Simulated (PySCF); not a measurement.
## H (hydrogen, neutral) across methods

1s1, 2S determinant. Computed with PySCF 2.14 in aug-cc-pVTZ with one added diffuse shell each of s, p, d type (5s4p3d, 32 functions), with no relativity, point nucleus.

| method | E (hartree) | mean ε 1s α (eV) | Σ⟨r²⟩ (bohr²) | ⟨S²⟩ |
| --- | --- | --- | --- | --- |
| M06-2X | -0.4982 | -10.319 | 3.209 | 0.750 |
| UHF | -0.49982 | -13.601 | 3.008 | 0.750 |
| r2SCAN | -0.5000 | -8.024 | 3.110 | 0.750 |
| r2SCANh | -0.5000 | -8.577 | 3.098 | 0.750 |
| PBE | -0.4998 | -7.592 | 3.240 | 0.750 |
| BHandHLYP | -0.4986 | -10.470 | 3.108 | 0.750 |
| LDA | -0.4785 | -7.317 | 3.392 | 0.750 |
| PBE0 | -0.5011 | -9.128 | 3.159 | 0.750 |
| BP86 | -0.5001 | -7.623 | 3.219 | 0.750 |

For one electron the Hartree and exchange-correlation energies should cancel; what remains is the self-interaction error.
